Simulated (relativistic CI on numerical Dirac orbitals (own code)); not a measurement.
## Au LVI: sensitivity of the levels to the model

Base calculation: Dirac-Coulomb-Breit CI, separate exchange-only KLI orbitals for each configuration, a model potential for QED, unscaled Slater integrals.

CI space (outside the closed core [Ne]): 3s2 3p6 3d6, 3s2 3p5 3d7, 3s2 3p4 3d8, 3s 3p6 3d7, 3p6 3d8, 3s 3p5 3d8, 3s2 3p6 3d5 4s, 3s2 3p6 3d5 4p, 3s2 3p4 3d7 4s, 3s2 3p6 3d5 4d, 3s2 3p5 3d6 4s, 3s2 3p6 3d5 4f, 3s2 3p6 3d4 4s2, 3s 3p6 3d6 4s, 3p6 3d7 4s, 3p6 3d7 4p. Levels of other configurations are missing.

Variants: (1) valence Slater integrals scaled by 0.9; (2) Breit term removed; (3) only the first 3 configurations. Shifts of the energy above 3s2 3p6 3d6 3F_4, in eV, for the lowest level and the first level of each name with at least 55 % of one term (blank where a level changes its place among those of its configuration and J or its character, or is not in the variant):

| Level | Base | Δ(1) | Δ(2) | Δ(3) |
| --- | --- | --- | --- | --- |
| 3s2 3p6 3d6 3F_4 | 0.000 | 0.000 | 0.000 | 0.000 |
| 3s2 3p6 3d6 3P_0 | 29.130 | -2.212 | -1.862 | +0.170 |
| 3s2 3p6 3d6 5D_3 | 88.271 | +0.835 | +1.428 | -0.057 |
| 3s2 3p6 3d6 3H_6 | 98.083 | -0.633 | +4.349 | -0.163 |
| 3s2 3p6 3d6 3G_5 | 98.182 | -0.526 | +3.293 | -0.101 |
| 3s2 3p6 3d6 3P_1 | 124.087 | -2.547 | +0.426 | +0.240 |
| 3s2 3p6 3d6 3F_3 | 125.629 | -2.946 | +1.457 | +0.186 |
| 3s2 3p6 3d6 5D_2 | 182.236 | +1.020 | +2.875 | +0.055 |
| 3s2 3p6 3d6 5D_0 | 185.298 | +0.691 | +2.346 | -0.138 |
| 3s2 3p6 3d6 3H_5 | 193.474 | -0.438 | +5.347 | -0.130 |
| 3s2 3p6 3d6 1I_6 | 196.972 | -0.965 | +6.613 | -0.197 |
| 3s2 3p6 3d6 1D_2 | 244.719 | -5.319 | +2.891 | +0.244 |
| 3s2 3p6 3d6 1S_0 | 264.522 | -6.981 | +1.902 | +0.277 |
| 3s2 3p5 3d7 5G°_6 | 441.242 | +3.468 | +4.984 | -0.156 |

At this charge energies of transitions that change n are usually good to better than 1 %, and those within a shell (Δn = 0) to a few per cent.

Ionisation energy from the two ground configurations alone: base 5452.06 eV; Breit term removed 5454.56 eV. The NIST ASD value (theoretical) is 5452 eV.

LS names give the leading component of a level, which can be under half, so a name can repeat, a term be missing and a line seem to break the LS rules.
